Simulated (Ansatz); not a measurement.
The same hydrolysis along the group F, Cl, Br.

Calculated with Ansatz (gas phase, PBE0-D4/def2-TZVP geometries, no zero-point term in ΔE). CBS: MP2 limit from def2 TZ/QZ plus the TZ coupled-cluster correction, frozen cores. This one scheme is used for every species. Functionals use def2-TZVPP. For Br outer-core shells are correlated without core-valence functions, which leaves a few kJ/mol of doubt a bond. Scalar relativity is left out up to krypton. One conformer a species, not always the lowest.

| reaction | LDA (SPW92) (kJ/mol) | PBE0-D4 (kJ/mol) |
| --- | --- | --- |
| `CCCCF` + H₂O → `CCCO` + fluoromethane | 62 | 59 |
| `CCCCCl` + H₂O → `CCCO` + `CCl` | 54 | 53 |
| `CCCCBr` + H₂O → `CCCO` + `CBr` | 53 | 51 |

Give the CCSD(T)/CBS values in the same order. (An estimate is asked.)

Ansatz gave: 65, 59, 60 kJ/mol.

Largest T1 diagnostic: 0.009, for `CF`.
